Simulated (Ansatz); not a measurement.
Consider the redistribution: `C[SiH2][SiH2]Cl` + `[F][SnH2][F]` → `F[SiH2][SiH2]Cl` + `[CH3][SnH2][F]`.

Isolated molecules relaxed with PBE0-D4/def2-TZVP in Ansatz; ΔE leaves out vibrations. CCSD(T)/CBS is the MP2 limit (def2-TZVPP, def2-QZVPP) plus CCSD(T) − MP2 in def2-TZVPP, frozen cores. This one scheme is used for every species. Elements past krypton have def2 core potentials. For Sn outer-core shells are correlated without core-valence functions, which leaves a few kJ/mol of doubt a bond. One conformer a species, not always the lowest.

| species | CCSD(T)/CBS(def2) energy (Eh) |
| --- | --- |
| `C[SiH2][SiH2]Cl` | -1080.25285 |
| `[F][SnH2][F]` | -414.86106 |
| `F[SiH2][SiH2]Cl` | -1140.23311 |
| `[CH3][SnH2][F]` | -354.90084 |

Task: Work out ΔE.

Result: ΔE = (-1140.23311) + (-354.90084) − (-1080.25285) − (-414.86106) = -0.02004 Eh = -52.6 kJ/mol.

Largest T1 diagnostic among the species: 0.014.

From PBE to PBE0 (25 % exact exchange), in def2-TZVPP and without D4, ΔE moves by −5.8 kJ/mol. The D4 term adds +3.1 kJ/mol with B3LYP and +1.9 kJ/mol with PBE0; it sums over pairs of atoms, weighted by their polarisabilities, and B3LYP, whose exchange is more repulsive, gets the larger term.

B3LYP here is the variant with VWN-RPA as its local correlation; programs differ in this.
